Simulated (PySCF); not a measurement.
SeSn (SMILES [Se]=[Sn]), singlet, at a GFN2-xTB geometry (such geometries of metal compounds can be far from the true shape) (all electrons, no relativity); B3LYP/STO-3G in PySCF.

Here is a job for PySCF.
```python
from pyscf import gto, scf, dft

mol = gto.M(
    atom='''
Sn   -0.000000   -0.000000   -0.946166
Se    0.000000    0.000000    1.391421
''',
    basis='sto-3g',
    charge=0,
    spin=0,
    verbose=4,
)

mf = dft.RKS(mol)
mf.xc = 'b3lyp'
mf.grids.atom_grid = (30, 110)
mf.kernel()
mf.analyze()
```

Write the output that PySCF gives for this input, abridged.


```
PySCF version 2.14.0

[INPUT] verbose = 4
[INPUT] num. atoms = 2
[INPUT] num. electrons = 84
[INPUT] charge = 0
[INPUT] spin (= nelec alpha-beta = 2S) = 0
[INPUT] symmetry False subgroup None
[INPUT] Mole.unit = angstrom
[INPUT] Symbol           X                Y                Z      unit          X                Y                Z       unit  Magmom
[...]
nuclear repulsion = 384.841829871573
number of shells = 19
number of NR pGTOs = 135
number of NR cGTOs = 45
basis = sto-3g
ecp = {}

******** <class 'pyscf.dft.rks.RKS'> ********
method = RKS
initial guess = minao
damping factor = 0
level_shift factor = 0
DIIS = <class 'pyscf.scf.diis.CDIIS'>
diis_start_cycle = 1
diis_space = 8
diis_damp = 0
SCF conv_tol = 1e-09
SCF conv_tol_grad = None
SCF max_cycles = 50
direct_scf = True
direct_scf_tol = 1e-13
XC library pyscf.dft.libxc version 7.1.2
    S. Lehtola, C. Steigemann, M. J. T. Oliveira, and M. A. L. Marques,  SoftwareX 7, 1–5 (2018)
XC functionals = b3lyp
    P. J. Stephens, F. J. Devlin, C. F. Chabalowski, and M. J. Frisch,  J. Phys. Chem. 98, 11623 (1994)
radial grids:
    Treutler-Ahlrichs [JCP 102, 346 (1995); DOI:10.1063/1.469408] (M4) radial grids

becke partition: Becke, JCP 88, 2547 (1988); DOI:10.1063/1.454033
pruning grids: <function nwchem_prune>
grids dens level: 3
symmetrized grids: False
atomic radii adjust function: <function treutler_atomic_radii_adjust>
User specified grid scheme (30, 110)
small_rho_cutoff = 0
Set gradient conv threshold to 3.16228e-05
Initial guess from minao.
tot grids = 4872
init E= -8320.79318837206
[...]
cycle= 1 E= -8340.18218330211  delta_E= -19.4  |g|= 0.457  |ddm|= 2.13
[...]
cycle= 2 E= -8338.65437273863  delta_E= 1.53  |g|= 1.52  |ddm|= 4.03
[...]
cycle= 3 E= -8340.31208521115  delta_E= -1.66  |g|= 0.0791  |ddm|= 3.39
[...]
cycle= 4 E= -8340.31515956762  delta_E= -0.00307  |g|= 0.0311  |ddm|= 0.106
[...]
cycle= 5 E= -8340.31570006037  delta_E= -0.00054  |g|= 0.00439  |ddm|= 0.0581
[...]
cycle= 6 E= -8340.31571021887  delta_E= -1.02e-05  |g|= 0.00102  |ddm|= 0.00715
[...]
cycle= 7 E= -8340.31571079292  delta_E= -5.74e-07  |g|= 4.7e-05  |ddm|= 0.00207
[...]
cycle= 8 E= -8340.31571079412  delta_E= -1.2e-09  |g|= 6.09e-06  |ddm|= 8.37e-05
[...]
cycle= 9 E= -8340.31571079412  delta_E= 1.82e-12  |g|= 5.6e-07  |ddm|= 1.14e-05
[...]
Extra cycle  E= -8340.31571079412  delta_E= 1.82e-12  |g|= 1.74e-06  |ddm|= 4.79e-06
converged SCF energy = -8340.31571079412
**** SCF Summaries ****
Total Energy =                       -8340.315710794115148
Nuclear Repulsion Energy =             384.841829871572713
One-electron Energy =               -12345.507793694443535
Two-electron Energy =                 3620.350253028755560
Two-electron Coulomb Energy =         3869.890799265323494
DFT Exchange-Correlation Energy =     -249.540546236567877
HOMO-LUMO gap [eV] =                     4.609061241999598
**** MO energy ****
[...]
 ** Mulliken pop on meta-lowdin orthogonal AOs  **
 ** Mulliken pop  **
 ** Mulliken atomic charges  **
charge of    0Sn =      0.23114
charge of    1Se =     -0.23114
Dipole moment(X, Y, Z, Debye):  0.00000,  0.00000, -2.31928
```
